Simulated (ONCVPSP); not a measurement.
**Pseudopotential generation for Br: ONCV, PBE, scalar-relativistic.**

ONCVPSP 4.0.1 input, shortened (lines: element, Z, core and valence counts, functional; n l f; lmax; l rc ep ncon nbas qcut; lloc lpopt rc5 dvloc0; l nproj debl; icmod fcfact rcfact), PBE, scalar-relativistic:

```
  Br 35.00    3    5        4      upf
    1    0    2.00
    2    0    2.00
    2    1    6.00
    3    0    2.00
    3    1    6.00
    3    2   10.00
    4    0    2.00
    4    1    5.00
    2
    0    0.80    0.00    4    8   17.50
    1    0.80    0.00    4    8   21.20
    2    0.90    0.00    4    8   17.20
    4    5    0.50    3.00
    0    2    2.90
    1    2    3.50
    2    2    3.50
    3    5.00    1.45
```

All-electron outer shells of the reference configuration (PBE, scalar-relativistic, ld1.x):

| shell | level (eV) | outermost node (bohr) | outermost maximum (bohr) |
| --- | --- | --- | --- |
| 2s | -1733.10 | 0.06 | 0.16 |
| 2p | -1528.56 | – | 0.13 |
| 3s | -238.08 | 0.23 | 0.48 |
| 3p | -173.49 | 0.21 | 0.48 |
| 3d | -66.72 | – | 0.43 |
| 4s | -20.13 | 0.67 | 1.41 |
| 4p | -7.86 | 0.70 | 1.66 |

Q: Estimate the cutoffs (Ha) at which the residual kinetic energy of the hardest occupied pseudo-wave falls to 1 and 0.1 mHa per electron.

A: 125 Ha and 138 Ha.

Q: Does the potential have ghost states?

A: No bound ghost flagged; GHOST(+) flags only above 600 eV.

Q: Which valence shell sets the plane-wave cutoff?

A: 3d: 125 Ha for 1 mHa per electron, against 105 Ha for 3s.

Q: Tests: 3s2 3p6 3d10 4s2 4p4; 3s2 3p6 3d10 4s2 4p3; 3s2 3p6 3d10 4s2 4p2; 3s2 3p6 3d9 4s2 4p5. Which has the largest error in its energy relative to the reference configuration, and how large is it?

A: 3s2 3p6 3d9 4s2 4p5, with +173 meV (all-electron minus pseudo) on +78.44 eV.
